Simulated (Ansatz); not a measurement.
A nudged elastic band was laid between two geometries of BH5OSb (8 atoms, charge 1, multiplicity 1).

Computed with RKS PBE-D4/def2-TZVP in Ansatz 0.2.0.

| Property | Result |
| --- | --- |
| movable images | 5 |
| climbing image | yes |
| spring | 5.0 eV/Å² |
| optimiser | quadratic models (default) |
| start path | IDPP |
| force threshold | 0.05 eV/Å |
| iteration limit | 60 |
| end points | relaxed |

First end point:

```xyz
8
Properties=species:S:1:pos:R:3
B -1.062 0.706 -0.986
Sb 0.746 1.148 0.240
O 1.260 -1.036 0.379
H -1.315 -0.409 -1.341
H -1.765 1.639 -1.245
H -0.367 0.974 1.559
H 1.961 -1.322 0.999
H 0.543 -1.700 0.395
```

Last end point:

```xyz
8
Properties=species:S:1:pos:R:3
B -1.034 0.678 -0.982
Sb 0.730 1.143 0.297
O 1.097 -1.038 0.709
H -1.297 -0.448 -1.298
H -1.705 1.609 -1.321
H -0.435 1.104 1.575
H 0.632 -1.702 0.160
H 2.013 -1.345 0.860
```

(1) What changes between the two ends?

(2) What energy profile does the band end with?

(3) What is the geometry of the highest image?

The band took 6 iterations and about 90 core-seconds.

Results:

(1) No bond is made or broken. The dihedral B1–Sb2–O3–H8 goes from -32 to 149°.

(2) The run converged. The highest image is number 3 of 0 to 6, 0.038 eV above the first end and 0.036 eV above the last; the last end lies 0.003 eV above the first. A vibrational analysis at the climbing image gives one clearly imaginary mode, 95i cm⁻¹: a first-order saddle point.

```csv
image,path coordinate (Å),energy (eV),dihedral B1–Sb2–O3–H8 (°)
0,0.00,0.000,-32
1,0.61,0.011,-65
2,1.21,0.030,-99
3,1.82,0.038,-131
4,2.35,0.031,-158
5,2.88,0.014,176
6,3.42,0.003,149
```

(3) 
```xyz
8
Properties=species:S:1:pos:R:3:forces:R:3
B -0.693 0.905 -1.239 0.01 0.00 0.00
Sb 0.581 1.026 0.591 -0.01 -0.01 0.00
O 0.798 -1.240 0.692 0.00 0.00 0.01
H -0.809 -0.122 -1.840 0.00 0.00 0.00
H -1.232 1.924 -1.565 0.00 0.00 0.00
H -0.907 0.777 1.435 0.00 0.00 0.00
H 1.638 -1.619 0.361 0.00 0.00 0.00
H 0.624 -1.651 1.564 0.00 0.00 -0.01
```

Time of the run: 49 s on 2 threads of Intel(R) Xeon(R) Platinum 8488C (Sapphire Rapids), with other jobs on the host, peak memory 0.25 GiB.
